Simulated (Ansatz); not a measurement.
Cost and result for the atomization energy of CH4BCl3Si (`CB[Si](Cl)(Cl)Cl`) (10 atoms, 9 bonds).

```csv
atom,x (Å),y (Å),z (Å)
C1,0.3579,-0.4686,-1.5060
B2,-0.6346,-0.2313,-0.3503
Si3,-0.0653,0.4388,1.4566
Cl4,1.9322,0.8785,1.5729
Cl5,-0.4627,-1.0211,2.8384
Cl6,-1.0970,2.1291,1.9743
H7,0.3557,0.5070,-2.0281
H8,1.3947,-0.6438,-1.2148
H9,0.0320,-1.2008,-2.2468
H10,-1.8129,-0.3877,-0.4962
```

The species carries charge 0 and has multiplicity 1. Geometry: relaxed with PBE0-D4/def2-TZVP. It is one conformer, not always the lowest. Program: Ansatz. All runs use 4 threads of an AMD EPYC 7B13 on a shared host. Times are those of one run each, without the atoms' runs, and a repeat can differ threefold. Electronic energies, without spin–orbit coupling; frozen cores. CCSD(T)/CBS adds CCSD(T) − MP2 in def2-TZVPP to the MP2 limit, and its time is that of the two runs behind it. T1 = 0.010. B3LYP takes the VWN-RPA correlation (the form of Gaussian; ORCA's B3LYP/G).

CCSD(T)/CBS is a level of theory with its own doubt, some kJ/mol a heavy atom from the limit and from the frozen cores, so smaller differences don't rank the functionals.

```csv
level,functions,wall time
LDA (SPW92)/def2-TZVPP,286,1.8 s
revPBE-D4/def2-TZVPP,286,2.5 s
BHLYP-D4/def2-TZVPP,286,4.8 s
r2SCAN-D4/def2-TZVPP (with forces),286,5.5 s
CAM-B3LYP-D4/def2-TZVPP,286,5.5 s
CCSD(T)/def2-SVP,120,6.5 s
r2SCANh-D4/def2-TZVPP,286,7 s
PBE-QIDH/def2-TZVPP,286,7 s
B3LYP-D4/def2-TZVPP (with forces),286,7.5 s
ωB97M-V/def2-TZVPP (with forces),286,14 s
MP2/def2-QZVPP,514,25 s
CCSD(T)/def2-TZVPP,286,3.8 min
CCSD(T)/CBS(def2),–,4.2 min
```

Question: What atomization energy does each give, and how far from CCSD(T)/CBS? (Estimate.)

Answer: Computed: 
```
                             level  atomization (kJ/mol)  difference from CCSD(T)/CBS  per bond
            LDA (SPW92)/def2-TZVPP                4012.0                        478.2      53.1
              revPBE-D4/def2-TZVPP                3523.9                         -9.9      -1.1
               BHLYP-D4/def2-TZVPP                3461.3                        -72.5      -8.1
r2SCAN-D4/def2-TZVPP (with forces)                3580.3                         46.5       5.2
           CAM-B3LYP-D4/def2-TZVPP                3530.5                         -3.3      -0.4
                  CCSD(T)/def2-SVP                3304.5                       -229.3     -25.5
             r2SCANh-D4/def2-TZVPP                3563.5                         29.7       3.3
               PBE-QIDH/def2-TZVPP                3551.8                         18.0       2.0
 B3LYP-D4/def2-TZVPP (with forces)                3521.0                        -12.8      -1.4
  ωB97M-V/def2-TZVPP (with forces)                3566.7                         32.9       3.6
                    MP2/def2-QZVPP                3584.5                         50.7       5.6
                CCSD(T)/def2-TZVPP                3433.1                       -100.7     -11.2
                 CCSD(T)/CBS(def2)                3533.8                          0.0       0.0
```

At CCSD(T), def2-SVP lies −229.3 kJ/mol from the extrapolated value and def2-TZVPP −100.8 kJ/mol: correlation converges slowly with the basis, and small sets miss more of it in the bonded molecule than in its fragments. The D4 term adds +54.0 kJ/mol with B3LYP and +28.6 kJ/mol with PBE0; it sums over pairs of atoms, weighted by their polarisabilities, and B3LYP, whose exchange is more repulsive, gets the larger term. In def2-TZVPP, CCSD(T) changes the Hartree–Fock value by +718.9 kJ/mol (the triples alone add +55.1 kJ/mol) and MP2 by +811.4 kJ/mol; breaking electron pairs costs correlation energy, which Hartree–Fock lacks.
